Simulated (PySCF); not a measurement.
C₂H₄ClFOSi, SMILES CC(=O)[Si@@H](F)Cl. Atoms are numbered in the order given.

```xyz
10

C     -2.1815    -0.5734    -0.3609
C     -1.0333    -0.7143     0.6062
O     -1.1641    -1.0646     1.7613
Si     0.7481    -0.2716     0.0266
F      0.9989    -0.8852    -1.4580
Cl     0.8656     1.7873    -0.1129
H     -2.2296     0.4706    -0.7154
H     -3.1277    -0.8547     0.1228
H     -1.9986    -1.2003    -1.2499
H      1.7790    -0.7865     0.9490
```
Charge 0, spin multiplicity 1.

The structure is a stationary point at B3LYP-D3(BJ)/def2-SVP. The structure was generated by enumeration; whether it is a known compound was not checked. The values are those of a single conformer.

Method: KT2/pcSseg-1 (PySCF).

GIAO shieldings, no solvent; atoms alike by connectivity are averaged. δ = σ(ref) − σ: ¹³C against TMS (σ = 185.1 ppm); ¹⁷O against H2O (σ = 330.4 ppm); ²⁹Si against TMS (σ = 361.9 ppm); ¹⁹F against CFCl3 (σ = 127.1 ppm); ³⁵Cl against HCl (σ = 945.4 ppm); ¹H against TMS (σ = 31.47 ppm), references at their B3LYP-D3(BJ)/def2-TZVP geometries, non-relativistic (without spin–orbit terms, shifts of atoms bonded to Cl or Br come out too high).

```
atoms       nucleus  count  δ (ppm)
----------  -------  -----  -------
C2              ¹³C      1    217.9
C1              ¹³C      1      ___
O3              ¹⁷O      1    751.0
Si4            ²⁹Si      1      ___
F5              ¹⁹F      1      ___
Cl6            ³⁵Cl      1      ___
H10              ¹H      1     5.44
H7, H8, H9       ¹H      3     2.75
```

Q: Complete the blanks. (The exact figures need the calculation; the answer reports its results.)

A: 
- F5, δ (ppm): -185.5
- Si4, δ (ppm): -19.9
- Cl6, δ (ppm): 81.7
- C1, δ (ppm): 36.8
